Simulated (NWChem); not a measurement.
System: CdH$_{2}$Se$_{2}$; SMILES [SeH][Cd][SeH]

Here is an NWChem input.

```
start job
memory heap 200 mb stack 900 mb global 1100 mb
geometry units angstroms noautoz
  Cd     0.000000     0.000000    -0.254319
  Se     2.425235    -0.423645    -0.261928
  H      2.641971     0.597606     0.776252
  Se    -2.425235     0.423645    -0.261928
  H     -2.641971    -0.597606     0.776252
end
basis spherical
  * library def2-svpd
end
ecp
  Cd library def2-ecp
end
dft
  xc pbe0
  iterations 150
end
tddft
  cis
  nroots 6
  notriplet
end
task tddft energy
```

Parts of the log:

```
             Northwest Computational Chemistry Package (NWChem) 7.3.0
             --------------------------------------------------------

 C2  symmetry detected

                             Geometry "geometry" -> ""
                             -------------------------

 Output coordinates in angstroms (scale by  1.889725989 to convert to a.u.)

  No.       Tag          Charge          X              Y              Z
 ---- ---------------- ---------- -------------- -------------- --------------
    1 Cd                  48.0000     0.00000000     0.00000000    -0.01308246
    2 Se                  34.0000    -0.01338193    -2.46192218    -0.02069146
    3 H                    1.0000     1.02971013    -2.50536240     1.01748854
    4 Se                  34.0000     0.01338193     2.46192218    -0.02069146
    5 H                    1.0000    -1.02971013     2.50536240     1.01748854

 Effective nuclear repulsion energy (a.u.)     874.8218731890

      Symmetry information
      --------------------

 Group name             C2
 Group number              4
 Group order               2
 No. of unique centers     3

                                 NWChem DFT Module
                                 -----------------

 Summary of "ao basis" -> "ao basis" (spherical)
 ------------------------------------------------------------------------------
       Tag                 Description            Shells   Functions and Types
 ---------------- ------------------------------  ------  ---------------------
 Cd                        def2-svpd                12       34   5s4p2d1f
 Se                        def2-svpd                15       41   6s5p4d
 H                         def2-svpd                 4        8   2s2p

      Symmetry analysis of basis
      --------------------------

        a          67
        b          65

            General Information
            -------------------
          SCF calculation type: DFT
          Wavefunction type:  closed shell.
          No. of atoms     :     5
          No. of electrons :    90
           Alpha electrons :    45
            Beta electrons :    45
          Charge           :     0
          Spin multiplicity:     1
          Use of symmetry is: off; symmetry adaption is: on
          Maximum number of iterations: 150
          AO basis - number of functions:   132
                     number of shells:    50
          Convergence on energy requested:  1.00D-06
          Convergence on density requested:  1.00D-05
          Convergence on gradient requested:  5.00D-04

[...]

                                NWChem TDDFT Module
                                -------------------

            General Information
            -------------------
           No. of orbitals :     264
            Alpha orbitals :     132
             Beta orbitals :     132
        Alpha frozen cores :       0
         Beta frozen cores :       0
     Alpha frozen virtuals :       0
      Beta frozen virtuals :       0
         Spin multiplicity :       1
    Number of AO functions :     132
        Use of symmetry is : off
      Symmetry adaption is : on
         Schwarz screening :  0.10D-07

              XC Information
              --------------
                  PBE0 Method XC Functional
              Hartree-Fock (Exact) Exchange   0.25
   PerdewBurkeErnzerhof Exchange Functional   0.75
     Perdew 1991 LDA Correlation Functional   1.00 local
    PerdewBurkeErnz. Correlation Functional   1.00 non-local

             TDDFT Information
             -----------------
          Calculation type : Tamm-Dancoff TDDFT
         Wavefunction type : Restricted singlets
          No. of electrons :      90
           Alpha electrons :      45
            Beta electrons :      45
              No. of roots :       6
          Max subspacesize :    5200
            Max iterations :     100
               Target root :       1
           Target symmetry : none
      Symmetry restriction : off
                 Algorithm : Optimal
        Davidson threshold :  0.10D-03

    6 smallest eigenvalue differences (eV)
--------------------------------------------------------
  No. Spin  Occ  Vir  Irrep   E(Occ)    E(Vir)   E(Diff)
--------------------------------------------------------
    1    1   45   46 b        -0.259    -0.061     5.392
    2    1   44   46 a        -0.259    -0.061     5.394
    3    1   45   47 a        -0.259    -0.027     6.302
    4    1   44   47 b        -0.259    -0.027     6.305
    5    1   45   48 b        -0.259    -0.027     6.306
    6    1   44   48 a        -0.259    -0.027     6.308
--------------------------------------------------------

  Entering Davidson iterations
  Restricted singlet excited states

  Iter   NTrls   NConv    DeltaV     DeltaE      Time
  ----  ------  ------  ---------  ---------  ---------
    1      6       0     0.82E-01   0.10+100       15.7
    2     12       0     0.25E-01   0.21E-01       16.2
    3     18       0     0.12E-01   0.15E-02       15.3
    4     24       0     0.27E-02   0.12E-03       18.0
    5     30       1     0.11E-02   0.64E-05       17.4
    6     35       2     0.28E-03   0.61E-06       17.1
    7     39       6     0.86E-04   0.82E-07       14.0
  ----  ------  ------  ---------  ---------  ---------
  Convergence criterion met

  Ground state a       -4970.952402817169 a.u.

  ----------------------------------------------------------------------------
  Root   1 singlet b              0.153245994 a.u.                4.1700 eV
  ----------------------------------------------------------------------------
     Transition Moments    X  0.45922   Y -0.04812   Z -0.00000
     Dipole Oscillator Strength                    0.0217809081
     Electric Quadrupole                           0.0000000786
     Magnetic Dipole                               0.0000000690
     Total Oscillator Strength                     0.0217810557

[...]
```

Level: PBE0/def2-SVPD with def2 effective core potentials on Cd, TDA. Coordinates come from a PBE0/def2-SVP optimisation. Not confirmed as a minimum by frequencies. def2 effective core potentials on Cd; no spin-orbit coupling.
